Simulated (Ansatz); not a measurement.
A structure relaxed at PBE-D4/def2-SVP in Ansatz, charge 0, singlet:

```xyz
6

Cu   -0.086   -1.236   -0.512
H    -1.355   -0.413   -1.253
Cu   -0.875    0.943   -0.377
H     0.121    1.744    0.722
Cu    0.960    0.293    0.888
H     1.234   -1.331    0.531
```

**Question.** Give its formula, name or SMILES and point group.

**Answer.** (CuH)3 ring (Cu3H3). Point group D3h (tolerance 0.1 Å).

**Question.** Summarise the bond lengths by kind (pairs closer than 1.2 times the sum of covalent radii, bridged metal pairs left out).

**Answer.** 6 × Cu–H 1.68 Å.
